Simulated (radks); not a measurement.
The numbers below are computed, except where a source is named.
The oxygen ion O+, [He] 2s2 2p3. Code: a radial shooting solver on a logarithmic mesh with Libxc functionals. Model: non-relativistic Kohn-Sham, exchange-only LDA, spin-polarised, spherical densities, point nucleus. Every spin shell is full or empty, so the densities are truly spherical. Functionals are evaluated on that one density, not self-consistently. Rank these orbital-free kinetic functionals by their error against the exact value of the orbitals, and give that value: Thomas-Fermi, TF + vW, TF + vW/9, LC94, APBEK, Perdew 92, Thakkar, Pearson, LKT, PG1, DePristo-Kress.

Answer. Exact: 73.5558 hartree. From best to worst, with 100 (|E| - |E exact|)/|E exact| (equal figures are ties): LC94 +0.10, Thakkar +0.15, APBEK +0.19, Perdew 92 -0.20, TF + vW/9 -0.22, DePristo-Kress -0.63, Pearson -2.99, Thomas-Fermi -8.95, PG1 +36.45, LKT +43.23, TF + vW +69.57.
